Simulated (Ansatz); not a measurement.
`F/C=N/[SiH2]F` + NH₃ → `N[SiH2]F` + `N=CF` at 500 K and 1 bar (ligand exchange at the Si–N bond).

Computed with Ansatz on PBE0-D4/def2-TZVP structures; ΔE is electronic, products minus reactants. CCSD(T)/CBS adds triple-zeta CCSD(T) − MP2 to the extrapolated MP2 energy (def2 sets, frozen cores). This one scheme is used for every species. Each species was taken in one conformer, which may not be the lowest.

```
        species  CCSD(T)/CBS energy (Eh)  H − E (kJ/mol)  S (J/(mol·K))
`F/C=N/[SiH2]F`               -583.28846           154.7          378.2
            NH₃                -56.50880           108.2          211.8
     `N[SiH2]F`               -446.07709           152.9          325.1
         `N=CF`               -193.72220           108.9          274.9
```

H − E and S are ideal-gas, rigid-rotor, harmonic terms from PBE0-D4/def2-TZVP, for one conformer and one mirror image of each species. 1 Eh = 2625.50 kJ/mol, R = 8.31446 J/(mol·K).

Problem. By hand: ΔE, ΔH, ΔS and ΔG.

Solution. ΔE = (-446.07709) + (-193.72220) − (-583.28846) − (-56.50880) = -0.00203 Eh = -5.3 kJ/mol. Δ(H − E) = 152.9 + 108.9 − 154.7 − 108.2 = -1.1, so ΔH = -6.4 kJ/mol. ΔS = 325.1 + 274.9 − 378.2 − 211.8 = 10.0 J/(mol·K). ΔG = -6.4 − 500 × (10.0)/1000 = -11.4 kJ/mol.

Problem. By hand: the equilibrium constant, and the temperature at which ΔG would vanish if ΔH and ΔS stayed fixed.

Solution. log₁₀ K = −ΔG/(RT ln 10) = 1.2. ΔH and −TΔS have one sign here, so there is no such temperature.

TΔS isn't small against ΔH here. A doubt of 5 kJ/mol in ΔE shifts log₁₀ K by 0.5 here. Other conformers and mirror images would add mixing entropy, several J/(mol·K) or more a flexible species. These are equilibria of isolated gas molecules and say nothing of rates. Largest T1 diagnostic: 0.013 (customary marks: 0.02 for closed shells, 0.045 for open ones).

ΔS is within the doubt of such terms, so its sign, and with it that verdict, could turn.
